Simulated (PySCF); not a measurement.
Computed shifts of a molecule C2H8FNSi2, B3LYP/pcSseg-1 run with PySCF, GIAO, gas phase, equivalent atoms averaged, in ppm (number of nuclei): ¹⁹F: -232.5 (1). ²⁹Si: 34.8 (1), -85.8 (1). ¹³C: 44.8 (1), 39.8 (1). ¹⁵N: 44.0 (1). ¹H: 5.72 (1), 4.01 (1), 3.38 (1), 3.36 (1), 3.27 (1), 2.40 (1), 2.31 (1), -0.64 (1). References: ¹⁹F against CFCl3 (σ = 161.7 ppm); ²⁹Si against TMS (σ = 338.7 ppm); ¹³C against TMS (σ = 181.3 ppm); ¹⁵N against NH3 (σ = 265.5 ppm); ¹H against TMS (σ = 31.68 ppm), references at their B3LYP-D3(BJ)/def2-TZVP geometries, non-relativistic. Coordinates come from a r2SCAN-D4/def2-SVP optimisation. One conformer was computed; it need not be the lowest.

### Question
Identify the compound among the candidates.
A. F[Si@@H]1CNC[SiH2]1
B. C[Si@H]1CN[Si@H]1F
C. N[SiH2]/C(F)=C\[SiH3]
D. F/C=C/N([SiH3])[SiH3]

### Answer
A, F[Si@@H]1CNC[SiH2]1
